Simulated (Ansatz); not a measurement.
A single point on `C[OH+][B-](C)(Cl)Cl`.

```yaml
crystal:
  periodic: [false, false, false]
  atoms:
    - {symbol: C, position_ang: [-0.680065, 1.840840, -0.316254]}
    - {symbol: O, position_ang: [-0.407561, 0.442149, -0.559592]}
    - {symbol: B, position_ang: [0.306572, -0.463214, 0.603790]}
    - {symbol: C, position_ang: [0.420906, -1.907041, -0.026195]}
    - {symbol: Cl, position_ang: [-0.815033, -0.314062, 2.034460]}
    - {symbol: Cl, position_ang: [1.933681, 0.367592, 0.880050]}
    - {symbol: H, position_ang: [0.248506, 2.363284, -0.089869]}
    - {symbol: H, position_ang: [-1.167211, 2.242617, -1.202704]}
    - {symbol: H, position_ang: [-1.349274, 1.869608, 0.537921]}
    - {symbol: H, position_ang: [0.151397, 0.349158, -1.342443]}
    - {symbol: H, position_ang: [-0.561662, -2.328330, -0.254277]}
    - {symbol: H, position_ang: [1.030280, -1.922884, -0.936883]}
    - {symbol: H, position_ang: [0.909862, -2.574320, 0.686797]}
basis:
  gaussian: {orbitals: def2-QZVPP}
correlation: {method: mp2}
```

```sh
$ ansatz run in.yaml --threads 4 --pin off --events-out ev --progress --plain --max-ram 11315MiB
```

Shortened log:

```
Functional definition: HF
3444 factors; integrals over basis functions are off by at most 8.0e-4 eV
mean field evaluation 1: about -29889.8660 eV, gradient 3.8e1 eV
mean field evaluation 2: about -29890.0737 eV, gradient 3.8e1 eV
mean field evaluation 4: about -29893.7240 eV, gradient 4.2e0 eV
mean field evaluation 8: about -29893.7825 eV, gradient 3.1e-1 eV
mean field -29893.78304452 eV, -1098.5762641521 hartree, gradient 2.5e-6 eV, S^2 0.000000; 0 other end points of the search recorded, 0 dependent functions left out
14 core orbitals not correlated: weight in the atoms' cores, before any rotation towards them, 1.000 or more for the frozen orbitals, at most 0.000 for the correlated occupied ones
reference -29893.78304452 eV, -1098.5762641521 hartree; 19, 19 occupied and 545, 545 virtual orbitals, 3444 factors
second order -32.27988903 eV of doubles, -0.00000000 eV of singles
Total energy: -29926.06293354 eV, -1099.7625281937 hartree
```

It took 60 s on 4 threads of an Arm Neoverse V1 on a shared host, with 5 GiB of host memory at the peak.
